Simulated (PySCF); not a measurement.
# Name the molecule from its bond curve

A diatomic of charge 0 contains Pb. Its quartet curve at PBE in a double-zeta basis (scalar-relativistic core potentials, PySCF), in eV from the separated fragments:

(R (Å), E (eV)): (1.943, -1.997), (2.033, -2.455), (2.123, -2.719), (2.191, -2.821), (2.259, -2.863), (2.327, -2.857), (2.417, -2.796), (2.530, -2.662), (2.666, -2.455), (2.846, -2.148)

The fit gives ωe = 490 cm⁻¹ and the rotational constant Bₑ = 0.3093 cm⁻¹.

Task: Which atom is the partner?

Result: The minimum lies at 2.283 Å, so the reduced mass is 16.8576 u Å² cm⁻¹/(Bₑ·Re²) = 10.46 u. With Pb at 207.98 u the partner weighs about 11.0 u: B. The molecule is BPb.

Spin–orbit coupling is left out, which matters for elements this heavy, above all for dissociation energies. The state was picked by a PBE0 search and need not be the measured ground state.
